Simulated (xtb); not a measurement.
Zn(Br)(OSiH3) (BrH3OSiZn), SMILES [O]([SiH3])[Zn][Br]. All values are semi-empirical tight-binding results from xtb (GFN2-xTB unless named), good for trends rather than for accurate numbers. The structure is a stationary point at GFN2-xTB. The structure was generated by enumeration; whether it is a known compound was not checked. The values are those of a single conformer.

For metal compounds this method's bond lengths and energies can be far off.

Computed properties:
```yaml
point_group_as_xtb_finds_it: Cs
orbital_gap: 3.26 eV
zero_point_energy: 17.2 kcal/mol
G − E(el) at 298.15 K (modified RRHO): -4.0 kcal/mol
```
